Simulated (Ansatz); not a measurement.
This geometry of AlClH$_{2}$NO (6 atoms, charge -1, multiplicity 1) is a first-order saddle point.

All numbers below come from RKS PBE0/def2-SVP (Ansatz 0.2.0).

```xyz
6
Properties=species:S:1:pos:R:3
N -0.066 1.109 0.198
Al 0.262 -0.709 0.351
O 0.938 -1.573 1.558
Cl -0.469 -1.639 -1.527
H 0.392 1.510 -0.623
H -1.057 1.303 0.043
```

(1) Which two structures does it join? (They come from a converged band through this point; their orientation in space is the band's.)

(2) How far does it lie above each of them?

Results:

(1) No bond is made or broken. The dihedral H6–N1–Al2–Cl4 goes from -1 to 179°. The two ends are copies of one structure, up to a mirror image or an exchange of like atoms.

First end point:

```xyz
6
Properties=species:S:1:pos:R:3
N -0.142 0.972 -0.041
Al 0.280 -0.760 0.267
O 1.233 -1.460 1.391
Cl -0.855 -1.799 -1.321
H 0.221 1.751 0.496
H -0.738 1.295 -0.792
```

Last end point:

```xyz
6
Properties=species:S:1:pos:R:3
N -0.122 0.974 -0.056
Al 0.283 -0.760 0.264
O 1.231 -1.459 1.394
Cl -0.858 -1.800 -1.318
H -0.749 1.294 -0.784
H 0.215 1.751 0.500
```

(2) 6.0 kcal/mol above the first and 6.0 kcal/mol above the second. This is the barrier of this one path; another mechanism may lie lower. Limits of this set-up: an anion without diffuse functions, the dipole of an ion depends on the origin.

The run took 8.9 min on 1 CPU thread of a shared host.
